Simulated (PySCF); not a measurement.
Spinor energies of Rb(17+) (rubidium, charge +17)

Start: [Ar] 3d2; 3d3/2 filled at m_j = +1/2, +3/2. Calculated with PySCF 2.14 in an uncontracted even-tempered set (17 s from 1.7 bohr⁻², ratio 2.8; 12 p from 2.2 bohr⁻², ratio 2.8; 8 d from 2.2 bohr⁻², ratio 2.8; 4 f from 7 bohr⁻², ratio 3): generalised Hartree-Fock with the X2C-1e Hamiltonian and a Gaussian nucleus; one run each with spin-orbit coupling (SO) switched off, then screened by Boettger's factors.

```
spinor shell  electrons  ε, spin-free (eV)  ε, screened SO (eV)  weight of nominal j (screened SO)  rms radius, screened SO (bohr)
       1s1/2          2           -15889.4             -15888.7                              1.000                          0.0464
       2s1/2          2            -2706.8              -2706.5                              1.000                           0.191
       2p1/2          2            -2463.3              -2507.6                              0.998                           0.168
       3s1/2          2            -846.36              -846.26                              1.000                           0.497
       3p1/2          2            -761.25              -774.86                              0.897                           0.491
       3p3/2          4            -761.25              -754.58                              0.948                           0.499
       3d3/2          2            -655.77              -656.44                              0.892                           0.456
```

(1) Where does 2p3/2 lie, and what is the 2p spin-orbit splitting (screened SO)?

```
   quantity    spin-free  screened SO
E (hartree)  -2828.48239  -2828.76064
        M_J            2            2
       ⟨J²⟩        8.002        6.668
       ⟨L²⟩       12.001       11.580
       ⟨S²⟩        2.000        1.861
```

The determinant has a definite M_J but mixes levels of different J.

Each row is a mean over spinors that exchange with the open shell spreads, by up to 11.964 eV (3p1/2).

Rows whose weight is well below 1 are mixtures of j = l ± 1/2: exchange outweighs spin-orbit coupling there, and the label is only the starting occupation.

Breit and QED terms are absent; they matter most for the inner s and p1/2 levels.

Densities and radii are taken from the X2C orbitals without a picture-change correction, which distorts them close to the nucleus.

Without spin-orbit coupling the j labels of p, d and f shells carry no meaning; the spin-free column gives the mean over the occupied spinors of each nl shell, and its ⟨J²⟩ belongs to a mixture of degenerate components.

Answers

(1) At -2441.8 eV, 65.764 eV above 2p1/2.
